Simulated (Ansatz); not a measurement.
Molecular dynamics of CH₂BClO

The input (input.yaml):

```yaml
crystal:
  periodic: [false, false, false]
  atoms:
    - { symbol: O, position_ang: [1.079652, -0.519228, -1.164179] }
    - { symbol: C, position_ang: [0.820865, -0.252664, 0.017198] }
    - { symbol: B, position_ang: [-0.618038, 0.401298, 0.081336] }
    - { symbol: Cl, position_ang: [-1.979734, -0.613633, 0.552031] }
    - { symbol: H, position_ang: [1.53035, -0.523624, 0.842644] }
    - { symbol: H, position_ang: [-0.833095, 1.507851, -0.32903] }
basis:
  gaussian: { orbitals: "6-31G*" }
hamiltonian:
  xc: revpbe
  dispersion: d4
md:
  timestep: 2.0
  n_steps: 40
  ensemble: nve
  temperature: 300.0
  initial_velocities: maxwell_boltzmann
  seed: 804585
scf:
  lower_state_search: "off"
```

Run as:

```bash
$ ansatz run input.yaml --threads 1 --pin off --max-ram 2048MiB --backend cpu --events-out ev --progress --plain --runs-dir out
```

It starts from a relaxed structure.

Output, in part (step lines, the closing report, with atoms numbered from 0):

```
md step     0: t =     0.00 fs  T =   300.0 K  F+E_penalty+E_count = -16311.96186646 eV  E_kin = 0.155112 eV  conserved = -16311.80675446 eV  (17 SCF iters)
[... lines left out ...]
Total energy: -16311.89193715 eV, -599.4509720927 hartree
Atom 0 at     1.290649    -0.384011    -1.165265 Å, force     0.277497     0.247375    -0.682311 eV/Å
Atom 1 at     0.757945    -0.373329    -0.058087 Å, force    -0.274533    -0.695402     0.206727 eV/Å
Atom 2 at    -0.689065     0.281176    -0.043755 Å, force     0.747153     0.728063    -0.279409 eV/Å
Atom 3 at    -2.022504    -0.578096     0.627184 Å, force    -0.611441    -0.421688     0.277241 eV/Å
Atom 4 at     1.204674    -1.008263     0.744233 Å, force     0.047661     0.117676     0.450180 eV/Å
Atom 5 at    -0.840751     1.322560    -0.617861 Å, force    -0.186337     0.023975     0.027572 eV/Å
Dipole moment:    -0.083455     0.024895     0.305442 e Å
```

The steps, from the saved trajectory:

| time (fs) | T (K) | potential energy less start (eV) | conserved less start (meV/atom) |
| --- | --- | --- | --- |
| 0 | 300 | 0.000 | 0.00 |
| 2 | 269 | 0.017 | 0.21 |
| 4 | 206 | 0.052 | 0.46 |
| 6 | 151 | 0.080 | 0.53 |
| 8 | 125 | 0.094 | 0.60 |
| 10 | 134 | 0.089 | 0.53 |
| 12 | 166 | 0.071 | 0.30 |
| 14 | 187 | 0.061 | 0.31 |
| 16 | 194 | 0.057 | 0.36 |
| 18 | 194 | 0.057 | 0.32 |
| 20 | 182 | 0.063 | 0.34 |
| 22 | 164 | 0.073 | 0.46 |
| 24 | 154 | 0.078 | 0.44 |
| 26 | 154 | 0.078 | 0.42 |
| 28 | 160 | 0.075 | 0.43 |
| 30 | 173 | 0.068 | 0.35 |
| 32 | 178 | 0.065 | 0.23 |
| 34 | 159 | 0.075 | 0.31 |
| 36 | 128 | 0.092 | 0.41 |
| 38 | 100 | 0.106 | 0.48 |
| 40 | 92 | 0.111 | 0.58 |
| 42 | 116 | 0.098 | 0.51 |
| 44 | 161 | 0.074 | 0.29 |
| 46 | 191 | 0.058 | 0.21 |
| 48 | 190 | 0.058 | 0.22 |
| 50 | 159 | 0.075 | 0.36 |
| 52 | 125 | 0.094 | 0.59 |
| 54 | 123 | 0.095 | 0.58 |
| 56 | 154 | 0.078 | 0.40 |
| 58 | 188 | 0.060 | 0.29 |
| 60 | 202 | 0.052 | 0.18 |
| 62 | 181 | 0.063 | 0.27 |
| 64 | 142 | 0.085 | 0.50 |
| 66 | 119 | 0.097 | 0.51 |
| 68 | 118 | 0.097 | 0.47 |
| 70 | 136 | 0.088 | 0.51 |
| 72 | 171 | 0.068 | 0.33 |
| 74 | 200 | 0.053 | 0.24 |
| 76 | 207 | 0.050 | 0.29 |
| 78 | 197 | 0.055 | 0.25 |
| 80 | 169 | 0.070 | 0.33 |

The run went to its last step. The conserved energy stayed within 0.61 meV per atom of its start (net change 0.33 meV per atom), so the integration is sound. Over the second half the temperature averaged 0.53 of the 300 K drawn at the start: a run that starts near a minimum puts about half its kinetic energy into the potential. A step of 2 fs is long for free X–H stretches (periods near 10 fs) and can bias their spread and the temperature. A run of 0.08 ps of so small a system gives no equilibrium averages.

The same pairs are bonded in the first frame and the last. Pairs count as bonded within 1.25 times the sum of covalent radii (0.12 Å more for H–H).

Last frame:

```xyz
6
Properties=species:S:1:pos:R:3
O 1.291 -0.384 -1.165
C 0.758 -0.373 -0.058
B -0.689 0.281 -0.044
Cl -2.022 -0.578 0.627
H 1.205 -1.008 0.744
H -0.841 1.323 -0.618
```

The run took 41 s on 1 thread of Arm Neoverse V2 (shared host), peak memory 0.088 GiB.
